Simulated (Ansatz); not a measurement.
```csv
atom,x (Å),y (Å),z (Å)
C,1.6249,0.0000,0.0000
C,1.0131,1.2704,0.0000
C,-0.3616,1.5841,0.0000
C,-1.4640,0.7050,0.0000
C,-1.4640,-0.7050,0.0000
C,-0.3616,-1.5841,0.0000
C,1.0131,-1.2704,0.0000
H,2.7099,0.0000,0.0000
H,1.6896,2.1187,0.0000
H,-0.6030,2.6419,0.0000
H,-2.4415,1.1758,0.0000
H,-2.4415,-1.1758,0.0000
H,-0.6030,-2.6419,0.0000
H,1.6896,-2.1187,0.0000
```

Basis set: def2-TZVP (spherical functions). Charge 0, multiplicity 2.

Computed with Ansatz (development build ahead of 0.2.0); each method stands on the lowest determinant of its kind that the runs found. Restricted functionals stand beside restricted open-shell atoms, which can lie above the unrestricted atoms usual in DFT and then raise those values.

The atomization energy at this shape (free ground-state atoms in the same class of orbitals less the molecule, no zero-point energy) of doublet C₇H₇:

```csv
method,atomization energy
ωB97X (unrestricted),66.93 eV
PBE0 (unrestricted),67.97 eV
UHF,50.03 eV
ROHF,50.31 eV
```

**Question.** What does PBE0 (restricted open-shell) give?

**Answer.** 68.26 eV. Caution for UHF: the unrestricted determinant is spin contaminated. Caution for ROHF: an unrestricted determinant lies well below.

The shape needn't be a minimum at these levels.
